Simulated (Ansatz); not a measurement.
Consider the ligand exchange at a Ga–O bond: `C[O][Ga]([OH])[SH]` + HCl → `[OH][Ga]([SH])[Cl]` + CH₃OH.

Program: Ansatz. Geometries: PBE0-D4/def2-TZVP. ΔE: electronic, gas phase. CBS: MP2 limit from def2 TZ/QZ plus the TZ coupled-cluster correction, frozen cores. This one scheme is used for every species. DFT in def2-TZVPP. B3LYP here is the variant with VWN-RPA as its local correlation; programs differ in this. For Ga outer-core shells are correlated without core-valence functions, which leaves a few kJ/mol of doubt a bond. Scalar relativity is left out up to krypton. Each species was taken in one conformer, which may not be the lowest.

`C[O][Ga]([OH])[SH]`:

Cartesian coordinates in Å:
```
C -0.815 0.991 1.356
O -0.605 -0.298 0.835
Ga 0.359 -0.617 -0.620
O 0.535 -2.307 -1.135
S 1.298 0.993 -1.760
H -0.319 1.090 2.327
H -0.440 1.791 0.705
H -1.887 1.155 1.502
H 0.075 -2.920 -0.556
H 1.798 0.121 -2.653
```

HCl:

Z-matrix (Å, degrees):
```
Cl
H 1 1.279
```

`[OH][Ga]([SH])[Cl]`:

Z-matrix (Å, degrees):
```
Ga
S 1 2.174
Cl 1 2.139 2 121.6
O 1 1.770 2 119.7 3 180.0
H 2 1.344 1 92.1 3 -0.0
H 4 0.960 1 113.2 2 180.0
```

CH₃OH:

```xyz
6

C    -0.024    0.183   -0.305
O     0.604   -0.379    0.824
H     0.747    0.704   -0.874
H    -0.798    0.912   -0.033
H    -0.473   -0.578   -0.956
H    -0.057   -0.842    1.343
```

```json
{"species": "`C[O][Ga]([OH])[SH]`", "B3LYP energy (Eh)": "-2514.86380"}
{"species": "HCl", "B3LYP energy (Eh)": "-460.83627"}
{"species": "`[OH][Ga]([SH])[Cl]`", "B3LYP energy (Eh)": "-2859.94749"}
{"species": "CH₃OH", "B3LYP energy (Eh)": "-115.77851"}
```

Work out ΔE.

ΔE = (-2859.94749) + (-115.77851) − (-2514.86380) − (-460.83627) = -0.02593 Eh = -68.1 kJ/mol. CCSD(T)/CBS gives -62.5 kJ/mol.

Largest T1 diagnostic among the species: 0.014.

The D4 term adds +3.4 kJ/mol with B3LYP and +2.1 kJ/mol with PBE0; it sums over pairs of atoms, weighted by their polarisabilities, and B3LYP, whose exchange is more repulsive, gets the larger term. From PBE to PBE0 (25 % exact exchange), in def2-TZVPP and without D4, ΔE moves by −4.8 kJ/mol. In def2-TZVPP, CCSD(T) changes the Hartree–Fock value by +18.4 kJ/mol (the triples alone add +1.9 kJ/mol) and MP2 by +17.3 kJ/mol.
